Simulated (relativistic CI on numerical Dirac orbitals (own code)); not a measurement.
**Co5+: from the plainest model towards the measured levels**

Calculated with a relativistic CI code on KLI orbitals (one set per configuration, finite nucleus), adding one ingredient at a time: step 1, Dirac-Coulomb, each configuration alone; step 2, with Breit and QED terms; step 3, with configuration mixing; step 4, with scaled Slater integrals (0.9); step 5, with a P86 correlation estimate; step 6, tied to the ionisation limit. P86 is a density functional for the correlation energy, evaluated here for each configuration and added to its levels. Step 6 is semi-empirical: configurations made of the next ion and one excited electron move by -5055 cm⁻¹, so that their limit matches the tabulated ionisation energy, and those with a non-penetrating f or g electron also take the P86 value of the least penetrating other one.

CI space (outside the closed core [Ne]): 3s²3p⁶3d⁴, 3s²3p⁶3d³4s, 3s²3p⁶3d³4p, 3s²3p⁵3d⁵, 3s²3p⁶3d³4d, 3s3p⁶3d⁵, 3s²3p⁶3d³5s, 3s²3p⁶3d³4f, 3s²3p⁶3d³5p, 3s²3p⁶3d³5d, 3s²3p⁶3d³5f, 3s²3p⁶3d²4s4p, 3s²3p⁵3d⁴4s, 3s²3p⁶3d²4s², 3s²3p⁶3d4s²4p, 3s²3p⁶3d4s²4d, 3s²3p⁶3d4s²5s, 3s²3p⁶3d²4p², 3s²3p⁶3d4s4p², 3s²3p⁶3d4p³, 3s²3p⁶3d4p²4d, 3s²3p⁶3d4p²5s.

Computed minus measured energy above the ground level, in cm⁻¹, for 17 of the 63 excited levels that pair in every step (one J of a term; a digit in brackets numbers repeated terms):

| Configuration | Term | J | Measured | Step 1 | Step 2 | Step 3 | Step 4 | Step 5 | Step 6 |
| --- | --- | --- | --- | --- | --- | --- | --- | --- | --- |
| 3s²3p⁶3d⁴ | 5D | 1 | 204 | 20 | -9 | -11 | -9 | -9 | -9 |
| 3s²3p⁶3d⁴ | 3P(2) | 0 | 27166 | 4782 | 4885 | 4480 | 1271 | 1272 | 1272 |
| 3s²3p⁶3d⁴ | 3H | 4 | 28377 | 1839 | 1696 | 2532 | -570 | -573 | -572 |
| 3s²3p⁶3d⁴ | 3F(2) | 2 | 30555 | 4372 | 4251 | 3783 | 502 | 501 | 503 |
| 3s²3p⁶3d⁴ | 3G | 3 | 34026 | 4249 | 4095 | 3484 | -82 | -82 | -81 |
| 3s²3p⁶3d⁴ | 3D | 3 | 41676 | 7648 | 7484 | 4881 | 590 | 593 | 594 |
| 3s²3p⁶3d⁴ | 1G(2) | 4 | 41926 | 6508 | 6256 | 4655 | 349 | 348 | 351 |
| 3s²3p⁶3d⁴ | 1I | 6 | 42800 | 2953 | 2590 | 3631 | -931 | -937 | -934 |
| 3s²3p⁶3d³4s | 5F | 1 | 273325 | -1733 | -1370 | -280 | -1450 | 5771 | 719 |
| 3s²3p⁶3d³4s | 5P | 1 | 293914 | 2885 | 3153 | 4003 | 458 | 7680 | 2628 |
| 3s²3p⁶3d³4s | 3G | 3 | 298620 | 1690 | 1869 | 2717 | -1159 | 6063 | 1012 |
| 3s²3p⁶3d³4s | 3P | 2 | 304910 | 3520 | 3779 | 4878 | 207 | 7431 | 2380 |
| 3s²3p⁶3d³4s | 3D | 1 | 306439 | 4660 | 4948 | 5589 | 652 | 7875 | 2825 |
| 3s²3p⁶3d³4s | 3H | 4 | 307627 | 1451 | 1509 | 2246 | -2364 | 4859 | -192 |
| 3s²3p⁶3d³4s | 1P | 1 | 310737 | 4690 | 4790 | 5076 | -3 | 7222 | 2172 |
| 3s²3p⁶3d³4s | 1D | 2 | 311916 | 5815 | 5979 | 6426 | 978 | 8201 | 3152 |
| 3s²3p⁶3d³4p | 5G° | 2 | 353597 | -3009 | -2722 | -3198 | -3888 | 3869 | -1169 |

Mean absolute errors in cm⁻¹, over all paired levels and for the configurations:

```
Configuration, levels  Step 1  Step 2  Step 3  Step 4  Step 5  Step 6
              all, 63    4896    4848    4591    1074    3603    1274
        3s²3p⁶3d⁴, 33    6697    6534    5715    1011    1013    1013
      3s²3p⁶3d³4s, 29    2913    3003    3361    1049    6541    1575
       3s²3p⁶3d³4p, 1    3009    2722    3198    3888    3869    1169
```

Measured levels: Sugar and Corliss, J. Phys. Chem. Ref. Data 10, 1097 (1981).

The mean absolute error is lowest at step 4 (1074 cm⁻¹), and the largest single drop is from step 3 to 4 (4591 to 1074). Terms of the ground configuration are off by 6697 at first, 5715 with mixing and 1011 after scaling, which stands in for the correlation that narrows term splittings. The Breit and QED terms change the top of the ground term (measured 1782) from 2032 to 1741. Mixing lowers the ground level by 1184; relative to it the configurations that move most are 3s²3p⁶3d³4s by +734, 3s²3p⁶3d³4p by -476. The P86 estimate moves 3s²3p⁶3d³4p by +7757, 3s²3p⁶3d³4s by +7223, and takes the mean absolute error of the excited configurations from 1144 to 6451; it overshoots. Step 6 takes that error from 6451 to 1561; the error more than halves for 3s²3p⁶3d³4s, 3s²3p⁶3d³4p.
